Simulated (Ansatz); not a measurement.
## Telling isomers of BeH2P apart by their spectra

These gas-phase data were calculated for one isomer of BeH2P at r2SCAN-D4/def2-SVP (harmonic, unscaled wavenumbers; equilibrium rotational constants with average atomic masses):

- rotational constants: 250.7, 13.14, 12.49 GHz
- all wavenumbers above 1500 cm⁻¹: 2350, 2154
- dipole moment: 0.43 D (PBE0/def2-TZVPD)

Candidates:

(1) `[Be][PH2]`, a doublet
(2) `[BeH][PH]`, a doublet

Question: Assign the data to one candidate and say why.

Answer: Candidate (2). 1 mode lies between 2250 and 2520 cm⁻¹, one for each P–H bond, while (1) has 2.

The same quantities for all candidates:

```tsv
	rotational constants (GHz)	wavenumbers above 1500 cm⁻¹	dipole (D)	E above the lowest, r2SCAN-D4/def2-SVP (kcal/mol)
(1)	125.7, 15.36, 15.19	2377, 2360	0.67	7.5
(2)	250.7, 13.14, 12.49	2350, 2154	0.43	0.0
```

Harmonic stretches to hydrogen usually lie a few per cent above observed fundamentals. Open shells are spin-unrestricted. Programs: Ansatz 0.2.0.
